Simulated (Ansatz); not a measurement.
Cost and result for the atomization energy of CH₆AlBO₂Si (12 atoms, 12 bonds).

```xyz
12

O     0.334   -0.983   -1.124
C    -0.455   -0.376   -1.873
O    -1.364    0.413   -1.451
Si   -1.403    0.484    0.343
B     0.212   -0.695    0.425
Al    1.937    0.218    1.221
H    -0.370   -0.519   -2.951
H    -1.349    1.948    0.606
H    -2.798    0.069    0.665
H     0.043   -1.751    0.981
H     3.233    0.632    0.375
H     1.980    0.562    2.783
```

The species carries charge 0 and has multiplicity 1. The bonds changed during the relaxation, so this is another structure than the one it started from. The structure was optimised at the PBE0-D4/def2-TZVP level. It is one conformer, not always the lowest. Program: Ansatz. All runs use 4 threads of an Arm Neoverse V1 on a shared host. Times are those of one run each, without the atoms' runs, and a repeat can differ threefold. Electronic energies, without spin–orbit coupling; frozen cores. CCSD(T)/CBS adds CCSD(T) − MP2 in def2-TZVPP to the MP2 limit, and its time is that of the two runs behind it. T1 = 0.018.

CCSD(T)/CBS is a level of theory with its own doubt, some kJ/mol a heavy atom from the limit and from the frozen cores, so smaller differences don't rank the functionals.

```tsv
level	functions	wall time	atomization (kJ/mol)	difference from CCSD(T)/CBS	per bond
LDA (SPW92)/def2-TZVPP	292	2 s	4894.3	669.5	55.8
revPBE-D4/def2-TZVPP	292	3 s	4216.2	-8.6	-0.7
BLYP-D4/def2-TZVPP	292	3.3 s	4231.6	6.8	0.6
PBE-D4/def2-TZVPP (with forces)	292	3.8 s	4326.0	101.2	8.4
PBE0-D4/def2-TZVPP	292	4.6 s	4232.1	7.3	0.6
CAM-B3LYP-D4/def2-TZVPP	292	5.5 s	4252.0	27.2	2.3
B2PLYP/def2-TZVPP	292	9.5 s	4178.9	-45.9	-3.8
CCSD(T)/def2-SVP	122	9.5 s	3997.3	-227.5	-19.0
ωB97X-V/def2-TZVPP	292	12 s	4260.4	35.6	3.0
ωB97M-V/def2-TZVPP (with forces)	292	18 s	4249.6	24.8	2.1
MP2/def2-QZVPP	548	37 s	4266.8	42.0	3.5
CCSD(T)/def2-TZVPP	292	5.6 min	4112.3	-112.5	-9.4
CCSD(T)/CBS(def2)	–	6.2 min	4224.8	0.0	0.0
```

The D4 term adds +47.8 kJ/mol with B3LYP and +25.1 kJ/mol with PBE0; it sums over pairs of atoms, weighted by their polarisabilities, and B3LYP, whose exchange is more repulsive, gets the larger term. From r2SCAN to r2SCAN0 (25 % exact exchange), in def2-TZVPP and without D4, the atomization energy moves by −91.4 kJ/mol: exact exchange takes away binding that semilocal exchange gives to molecules. At CCSD(T), def2-SVP lies −227.5 kJ/mol from the extrapolated value and def2-TZVPP −112.5 kJ/mol: correlation converges slowly with the basis, and small sets miss more of it in the bonded molecule than in its fragments.

B3LYP here is the variant with VWN-RPA as its local correlation; programs differ in this.
